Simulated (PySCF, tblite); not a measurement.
Potential energy curve for N2 (cation, charge +1), doublet.

Levels of theory: UKS-B3LYP/6-31G* = unrestricted B3LYP/6-31G*, spherical d in PySCF 2.14.0; GFN2-xTB, 300 K electronic temperature (tblite); UKS-B3LYP/6-311+G** = PySCF 2.14.0 with unrestricted B3LYP/6-311+G**, spherical d; UCCSD(T) = CCSD(T) on UHF/cc-pVDZ, 2 core orbitals frozen (PySCF).

Energies relative to the lowest point of each curve near equilibrium, in kJ/mol; the last columns give the difference from UCCSD(T):

```
R / Å  UKS-B3LYP/6-31G*  GFN2-xTB  UKS-B3LYP/6-311+G**  UCCSD(T)  UKS-B3LYP/6-31G* − UCCSD(T)  GFN2-xTB − UCCSD(T)  UKS-B3LYP/6-311+G** − UCCSD(T)
-----  ----------------  --------  -------------------  --------  ---------------------------  -------------------  ------------------------------
0.82             1319.5    1007.5               1197.3    1409.7                        -90.2               -402.2                          -212.5
0.89              633.6     421.6                565.7     699.1                        -65.5               -277.4                          -133.3
0.93              385.3     226.1                339.1     437.7                        -52.4               -211.7                           -98.7
0.99              150.9      61.3                127.6     185.2                        -34.3               -123.9                           -57.7
1.03               63.2      13.2                 50.3      86.5                        -23.3                -73.3                           -36.1
1.07               15.8       0.0                 10.6      29.0                        -13.2                -29.0                           -18.4
1.10                0.9       7.5                  0.0       7.2                         -6.3                  0.2                            -7.2
1.13                0.0      26.3                  2.4       0.0                          0.0                 26.3                             2.4
1.17               15.7      64.8                 21.4       8.0                          7.7                 56.8                            13.4
1.20               37.3     101.2                 44.8      24.1                         13.2                 77.0                            20.7
1.28              113.3     217.0                122.8      94.2                         19.1                122.8                            28.6
1.37              196.0     361.3                206.7     196.0                          0.1                165.3                            10.7
```

UKS-B3LYP/6-31G* is furthest from UCCSD(T) at 0.82 (-90.2 kJ/mol, below); its mean absolute difference over the points is 27.1 kJ/mol.

GFN2-xTB is furthest from UCCSD(T) at 0.82 (-402.2 kJ/mol, below); its mean absolute difference over the points is 130.5 kJ/mol.

UKS-B3LYP/6-311+G** is furthest from UCCSD(T) at 0.82 (-212.5 kJ/mol, below); its mean absolute difference over the points is 53.3 kJ/mol.

The scan ran from 0.82 to 4.36 Å; beyond the distances shown one of the unrestricted levels run for this scan, shown here or not, changes its spin distribution in one step. The unrestricted determinant behind UCCSD(T) is spin-contaminated at 1.03 to 1.37 Å (<S²> up to 2.3, against 0.75 for a pure doublet).
